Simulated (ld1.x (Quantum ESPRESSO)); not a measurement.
u(r) = r·R(r): atom against pseudo-atom (hydrogen)

Columns: radius, all-electron u(r) and pseudo u(r) of the 1s shell (level -6.49 eV) of hydrogen in the configuration 1s1; PBE, non-relativistic, ultrasoft scheme, ld1.x (Quantum ESPRESSO) 7.5.

```tsv
r (bohr)	all-electron	pseudo
0.042	0.0773	0.0632
0.085	0.1498	0.1271
0.128	0.2158	0.1893
0.170	0.2746	0.2477
0.212	0.3281	0.3032
0.255	0.3777	0.3563
0.298	0.4225	0.4054
0.340	0.4618	0.4490
0.382	0.4972	0.4884
0.425	0.5296	0.5242
0.467	0.5578	0.5550
0.510	0.5833	0.5823
0.552	0.6052	0.6053
0.595	0.6247	0.6254
0.638	0.6417	0.6424
0.680	0.6558	0.6564
0.722	0.6678	0.6681
0.765	0.6780	0.6781
0.807	0.6861	0.6862
0.850	0.6927	0.6927
0.892	0.6975	0.6975
0.935	0.7009	0.7009
0.977	0.7029	0.7029
1.020	0.7037	0.7037
1.062	0.7033	0.7033
1.105	0.7019	0.7019
```

(1) How many radial nodes do the two functions have?

(2) At about which radius was the pseudo-wave matched?

(3) Is the pseudo-wave norm-conserving?

Answers

(1) The all-electron 1s function has n − l − 1 = 0; the pseudo-wave has 0.

(2) 0.85 bohr. The columns agree to 0.0005 from 0.72 bohr on; several derivatives are matched, so the curves merge somewhat inside the radius.

(3) No, it belongs to an ultrasoft set: the norm inside the radius is not constrained, and the difference is carried by the augmentation charge.
